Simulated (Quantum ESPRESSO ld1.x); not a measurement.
The aluminium ion Al12+, 1 electrons, occupied as 1s1. Method: Dirac Kohn-Sham, PBE, spin-unpolarised, spherical densities, point nucleus; computed with ld1.x of Quantum ESPRESSO 7.5.

Normalised radial functions P(r) = r R(r) (large component), r in bohr:

```
   r/bohr * 2p1/2 (the largest magnitude, 1.57, reaches the edge; | marks zero)
 0.005668 *
 0.006868 *
 0.008321 *
  0.01008 *
  0.01212 |*
  0.01468 |*
  0.01779 |*
  0.02156 | *
  0.02612 | *
  0.03165 |  *
  0.03835 |    *
  0.04647 |      *
  0.05631 |        *
  0.06822 |           *
  0.08201 |               *
  0.09937 |                     *
   0.1204 |                           *
   0.1459 |                                 *
   0.1768 |                                         *
   0.2142 |                                               *
   0.2595 |                                                    *
   0.3144 |                                                      *
    0.381 |                                                    *
   0.4616 |                                              *
   0.5594 |                                    *
   0.6724 |                         *
   0.8147 |               *
   0.9871 |       *
    1.196 |  *
    1.449 |*
```

2p1/2 (empty): eigenvalue -515.28 eV, 0 radial nodes, <r> = 0.397 bohr, 90 % of the charge inside 0.636 bohr.
